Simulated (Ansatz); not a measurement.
Basis-set extrapolation for CH₇F₂NSi₂, SMILES `CN([SiH2]F)[SiH2]F` (PBE0-D4/def2-TZVP geometry, frozen core, Ansatz). Multiplicity 1, RHF reference.

|  | def2-TZVPP | def2-QZVPP |
| --- | --- | --- |
| HF | -873.480460 | -873.514058 |
| MP2 correlation | -1.127166 | -1.221017 |
| CCSD(T) correlation | -1.210015 | not run |

Energies in hartree. Use E(X) = E(∞) + A·exp(−7.88·√X) for Hartree–Fock and E(X) = E(∞) + B·X^(−2.97) for correlation, with X = 3 and 4, and add CCSD(T) minus MP2 of the smaller set to the MP2 limit.

Q: What is the CCSD(T) energy at the basis-set limit?

A: HF limit: -873.514058 + (-0.033598) × 0.13774 = -873.51869. MP2 limit: -1.221017 + (-0.093851) × 0.74074 = -1.29054. Higher-order term: -1.210015 − (-1.127166) = -0.08285. Total: -874.89208 hartree, 529.3 kJ/mol below CCSD(T)/def2-TZVPP.
